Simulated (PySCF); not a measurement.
PySCF job for sulfur difluoride (F2S), SMILES FSF, ωB97X-D3(BJ)/def2-TZVP. Geometry optimised at ωB97X-D3(BJ)/def2-TZVP.

```python
import numpy as np
from pyscf import gto, scf, dft, df
from pyscf.hessian import thermo

mol = gto.M(
    atom='''
    F     0.00000000   -1.20732780    0.48970256
    S     0.00000000   -0.00000000   -0.55091538
    F     0.00000000    1.20732780    0.48970256
    ''',
    basis='def2-TZVP',
    charge=0,
    spin=0,
    max_memory=1600,
    verbose=3,
)
mf = dft.RKS(mol, xc='wb97x-d3bj').density_fit(auxbasis='def2-universal-jkfit')
mf.grids.level = 3
mf.conv_tol = 1e-11
mf.max_cycle = 100
mf.kernel()

# [left out here: the lines that compute and print the analytic Hessian (its translational invariance restored by hand, since the grid's response is missing), thermochemistry and intensities]
```

Program output:

```
converged SCF energy = -597.944548260756

WARN: DFTD3 does not support analytical Hessian, using finite difference


WARN: Mole.unit (angstrom) is changed to Bohr

Mode                                 0                   1                   2
Irrep
Freq [cm^-1]                      357.4852            836.8978            867.3201
Reduced mass [au]                  20.4627             22.7500             22.3355
Force const [Dyne/A]                1.5407              9.3881              9.8993
Char temp [K]                     514.3416           1204.1096           1247.8805
Normal mode                   x     y     z       x     y     z       x     y     z
       0   F                 0.00 -0.13 -0.06    0.00 -0.09  0.08   -0.00  0.09 -0.09
       1   S                -0.00 -0.00  0.07   -0.00  0.11 -0.00   -0.00  0.00  0.11
       2   F                 0.00  0.13 -0.06    0.00 -0.09 -0.08    0.00 -0.09 -0.09
temperature 298.1500 [K]
pressure 101325.00 [Pa]
Rotational constants [GHz] 26.83949 9.12472 6.80963
Symmetry number 2
Zero-point energy (ZPE) 0.00470 [Eh]   12331.723 [J/mol]
                           tot       elec      trans        rot        vib
Entropy [J/mol/K]       257.453      0.000    161.742     89.556      6.156
Cv [J/mol/K]             36.231      0.000     12.472     12.472     11.288
Cp [J/mol/K]             44.546      0.000     20.786     12.472     11.288
Internal energy [J/mol]                      3718.434   3718.434  13598.643
Internal energy [Eh]   -597.93654  -597.94455
Enthalpy [J/mol]                             6197.391   3718.434  13598.643
Enthalpy [Eh]          -597.93559
Gibbs free energy [J/mol]                  -42025.943 -22982.603  11763.264
Gibbs free energy [Eh] -597.96483
mode   freq/cm-1   IR/(km/mol)
   1      357.49         4.404
   2      836.90       157.741
   3      867.32        83.260
max |gradient| / (hartree/bohr): 8.305926490899236e-05
APT charges: [-0.4826  0.9653 -0.4826]
```

The run converged.
